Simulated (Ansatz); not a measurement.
**Relaxing a trial structure of AlAsH4Si**

The starting geometry of this gas-phase singlet was optimised with GFN2-xTB.

```yaml
atoms:
  - { symbol: Al, position_ang: [-0.1177, -2.1624, 1.1463] }
  - { symbol: As, position_ang: [-0.0502, -0.6395, -0.5338] }
  - { symbol: Si, position_ang: [0.4097, 0.9602, 1.0807] }
  - { symbol: H, position_ang: [-0.1664, -3.2435, 2.3513] }
  - { symbol: H, position_ang: [1.6192, 0.7056, 1.8952] }
  - { symbol: H, position_ang: [0.6156, 2.2731, 0.4590] }
  - { symbol: H, position_ang: [-0.6488, 1.1583, 2.0952] }
```

Problem. Predict what it relaxes into with B3LYP-D3(BJ)/def2-SVP.

Solution. A new bond forms, giving a structure with H5 bridging Si3 and Al1, given below by its coordinates. Distances that change by over a tenth: Al1–H5 (3.44 → 1.97 Å). Contacts that close: Al1–Si3 (3.17 → 2.61 Å).

The energy falls by 0.29 eV over 18 steps:

```json
{"step": "1", "E − E(last) (eV)": "0.294"}
{"step": "3", "E − E(last) (eV)": "0.219"}
{"step": "5", "E − E(last) (eV)": "0.209"}
{"step": "7", "E − E(last) (eV)": "0.204"}
{"step": "9", "E − E(last) (eV)": "0.183"}
{"step": "10", "E − E(last) (eV)": "0.156"}
{"step": "12", "E − E(last) (eV)": "0.088"}
{"step": "14", "E − E(last) (eV)": "0.007"}
{"step": "16", "E − E(last) (eV)": "0.000"}
{"step": "18", "E − E(last) (eV)": "0.000"}
```

Final geometry (Å):

```xyz
7

Al    0.1368   -1.7354    1.1684
As   -0.8522   -0.5807   -0.5087
Si    0.1700    0.8684    1.0317
H     0.7277   -2.7709    2.1955
H     0.7863   -0.1180    2.0962
H     1.3740    1.6476    0.6172
H    -0.6814    1.7408    1.8935
```

Frequencies at the end are all real (lowest 251 cm⁻¹). Run with Ansatz 0.2.0, 2 min on 1 thread of AMD EPYC (Zen 3), with other jobs on the host.
